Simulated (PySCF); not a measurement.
## O(2+): excitation energy

O(2+) [He] 2s2 2p2 (3P) → O(2+) [He] 2s1 2p2 3s1 (5P), as a difference of total energies. All numbers are calculated (PySCF 2.14, scalar relativity by spin-free X2C-1e, in aug-cc-pCVQZ-DK (9s8p6d4f2g, 109 functions)). Correlated levels: valence: 1s2 frozen; valence and next inner shell: nothing frozen. The calculations carry no spin-orbit coupling.

```csv
method,excitation energy (cm⁻¹)
UHF,320810
LDA,334670
PBE,334110
PBE0,334060
r2SCAN,332160
M06,338710
wB97X,333990
B2PLYP,339540
MP2 (valence),334740
SCS-MP2 (valence),338600
MP2 (valence and next inner shell),335070
SCS-MP2 (valence and next inner shell),338830
```

The promoted electron is Rydberg-like, and one or two diffuse shells describe it only roughly, which tends to raise the upper state.
